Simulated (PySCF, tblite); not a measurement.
Isomers of C4H4F3OP, one GFN2-xTB conformer each. Single-point energies are computed at PBE0/pcSseg-1 (PySCF, gas phase, no added dispersion term), electronic only.

```json
{"SMILES": "O=C=PCCC(F)(F)F", "GFN2-xTB relative energy (kcal/mol)": "5.0"}
{"SMILES": "C#C[P@](C)(=O)C(F)(F)F", "GFN2-xTB relative energy (kcal/mol)": "0.0"}
```

Conformers: `[O:1]=[C:2]=[P:3][CH2:4][CH2:5][C:6]([F:7])([F:8])[F:9]` with C2–P3–C4–C5 -72°, P3–C4–C5–C6 -175°.

Question: What does PBE0/pcSseg-1 give for the same structures?

Answer: 
| SMILES | PBE0/pcSseg-1 E (Eh) | PBE0/pcSseg-1 (kcal/mol) | GFN2-xTB (kcal/mol) | point group |
| --- | --- | --- | --- | --- |
| O=C=PCCC(F)(F)F | -870.19922 | 0.0 | 5.0 | C1 |
| C#C[P@](C)(=O)C(F)(F)F | -870.15154 | 29.9 | 0.0 | C1 |

GFN2-xTB puts C#C[P@](C)(=O)C(F)(F)F lowest instead. As drawn, the lower has a C=O bond and cumulated double bonds, which the higher lacks; the higher has a C≡C bond and a P=O bond, which the lower lacks.

Question: Which frontier levels, dipoles and rotational constants go with these structures?

Answer: 
```csv
SMILES,"HOMO (eV, PBE0/pcSseg-1)",LUMO (eV),dipole (D),"A, B, C (MHz)"
O=C=PCCC(F)(F)F,-7.00,-2.24,0.88,"2722, 625.2, 568.3"
C#C[P@](C)(=O)C(F)(F)F,-8.58,-0.97,4.37,"1754, 1257, 1069"
```

Question: What happens when harmonic zero-point energies from GFN2-xTB frequencies are added?

Answer: 
```tsv
SMILES	ZPE (kcal/mol)	electronic (kcal/mol)	with ZPE (kcal/mol)
O=C=PCCC(F)(F)F	48.5	0.0	0.0
C#C[P@](C)(=O)C(F)(F)F	45.8	29.9	27.3
```

The zero-point energies span 2.7 kcal/mol. The order is unchanged.
